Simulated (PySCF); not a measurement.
# Spectroscopy problems

PySCF 2.14.0 with density-fitted response routines calculation with shielding tensors at PBE0/pcSseg-1 (GIAO) and GFN2-xTB geometry; one conformer, isolated molecule, non-relativistic, averaged over atoms made equivalent by symmetry, fast rotation or ring inversion.

References, each an isolated molecule treated in the same way: TMS for 1H (σref 31.72) and 13C (σref 186.93). Splittings of carbon signals by F and P are missing where no couplings were computed. Where no couplings were computed, multiplicities follow the n + 1 count of equivalent neighbours, and m marks all less simple cases (inequivalent or close neighbours, rings, F or P nearby). Shifts are as computed. Against solution values, carbons near 30 ppm lie about +3 ppm off and those near 130 ppm about +5 ppm. Of 1309 compounds with measured shifts, 239 miss one by over three times the rms of a fit or turn the order of signals round; such compounds aren't used in these exercises.

Problem. C$_{6}$H$_{6}$F$_{2}$. 1H NMR (300 MHz, computed): δ 5.83 (m, 2H), 3.23 (m, 4H). 13C{1H} NMR (computed): δ 149.4 (C), 130.2 (CH), 33.3 (CH2). Give a structure.

Solution. SMILES FC1=C(F)CC=CC1. Rings plus π bonds: 3 (1 ring in the answer). 3 carbon signals for 6 carbons: some carbons are equivalent by symmetry or fast rotation. Carbon types of the structure: 2 × C, 2 × CH, 2 × CH2, which accounts for all hydrogens. δC 149.4: fully substituted alkene carbon; as expected for a trigonal carbon in a double bond. δC 130.2: alkene CH; as expected for a trigonal carbon in a double bond. δC 33.3: allylic sp3 CH2; aliphatic region, no heteroatom directly attached. δH 5.83: hydrogen on an alkene CH; a vinylic proton, deshielded by the sp2 carbon and the C=C anisotropy.

This is the structure that produced the data.

Problem. C$_{6}$H$_{6}$F$_{2}$. 1H NMR (400 MHz, computed): δ 4.91 (m, 1H), 3.06 (m, 2H), 3.00 (m, 2H), 2.24 (s, 1H). 13C{1H} NMR (computed): δ 88.3 (C), 83.9 (CH), 81.0 (CH), 79.6 (C), 49.5 (CH2). Identify the compound.

Solution. SMILES F[C@H]1C[C@@](C#C)(F)C1. The formula gives 3 degrees of unsaturation (1 ring in the answer). 5 carbon signals for 6 carbons: some carbons are equivalent by symmetry or fast rotation. Carbon types of the structure: 2 × C, 2 × CH, 2 × CH2, which accounts for all hydrogens. δC 88.3: alkyne carbon; the triple bond shields along its axis, which puts it between sp3 and sp2 carbons. δC 83.9: terminal alkyne carbon; sp carbons lie upfield of alkene carbons because the cylindrical π system leaves one tensor component strongly shielded. δC 81.0: sp3 CH bonded to F; pulled downfield by the heteroatom. δC 79.6: propargylic fully substituted sp3 carbon bonded to F; pulled downfield by the heteroatom.

The data come from this structure; uniqueness wasn't tested.
